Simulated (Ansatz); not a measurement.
Cs, doublet (core potentials on Cs). Base run: HF/def2-SVP (Ansatz, an electronic-structure program).

Geometry (Å):
```xyz
1

Cs     0.0000     0.0000     0.0000
```
Charge 0, spin multiplicity 2.
Orbitals are unrestricted.
All else is at Ansatz's defaults.

The base run was repeated with changes; each row names its change, and settings that it needs were set with it.

| change | basis functions | E (Eh) |
|---|---|---|
| base | 24 | -19.85519 |
| basis = jorge-DZP-DKH; relativity = spin-free X2C; nucleus = Gaussian | 41 | -7780.74769 |
| basis = Sapporo-DKH3-DZP-2012; relativity = spin-free X2C; nucleus = Gaussian | 41 | -7782.63813 |
| basis = x2c-SVPall; relativity = spin-free X2C | 54 | -7783.01399 |
| basis = x2c-SVPall; relativity = spin-free X2C; nucleus = Gaussian | 54 | -7782.77104 |
| basis = x2c-SVPall; relativity = none | 54 | -7299.07994 |
| basis = jorge-DZP-DKH; relativity = none | 41 | -7442.10905 |
| basis = Sapporo-DKH3-DZP-2012; relativity = spin-free X2C | 41 | -7782.90815 |
| basis = jorge-DZP-DKH; relativity = spin-free X2C | 41 | -7781.00318 |
| basis = Sapporo-DKH3-DZP-2012; relativity = none | 41 | -7257.67542 |

Total energies compare only within one method and basis.

Ansatz warned in this series: the basis is contracted for relativity, which the run leaves out.

Basis sets contracted for a relativistic Hamiltonian are a mismatch without it, so the rows without relativity aren't non-relativistic limits. No row has spin-orbit coupling; sets with core potentials leave out the core electrons.
